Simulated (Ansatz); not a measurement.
The cluster Re₂O₆⁻ (the lowest doublet isomer of a short search). Total charge -1; doublet. Geometry PBE-D4/def2-SVPD, basis def2-TZVPD, Ansatz.

```xyz
8

Re   -0.4044   -0.2784    0.8634
Re    0.2999    0.2300   -1.5595
O     0.9681    1.8152   -1.8008
O     1.0699   -0.9602   -0.2268
O    -0.1851    1.0355    2.2595
O    -1.8706   -1.1635    0.7903
O     0.7253   -0.1101    2.4841
O    -0.6029   -0.5686   -2.8101
```

```json
{"run": "A", "HOMO (eV)": "-2.14", "LUMO (eV)": "0.11"}
{"run": "B", "HOMO (eV)": "-0.83", "LUMO (eV)": "-0.20"}
{"run": "C", "HOMO (eV)": "-2.24", "LUMO (eV)": "0.38"}
{"run": "D", "HOMO (eV)": "-1.23", "LUMO (eV)": "-0.11"}
```

In the def2 sets Re takes a core potential; there is no spin–orbit coupling. B3LYP takes the VWN-RPA correlation. The structure holds one bond between oxygen atoms, so isomers without such links may lie far lower. No other spin state of charge -1 was run. The structure comes from a short search, and lower isomers may exist.

HOMO and LUMO are taken over both spins.

The runs used B3LYP, PBE, PBE0, r2SCAN. Estimate which is which.

A B3LYP (20 % exact exchange); B PBE (0 % exact exchange); C PBE0 (25 % exact exchange); D r2SCAN (0 % exact exchange). Exact exchange lowers occupied and raises empty levels; among semilocal functionals meta-GGAs tend to open the gap a little, and such runs are hard to tell apart. The gap grows from 0.64 eV (PBE) to 2.62 eV (PBE0).
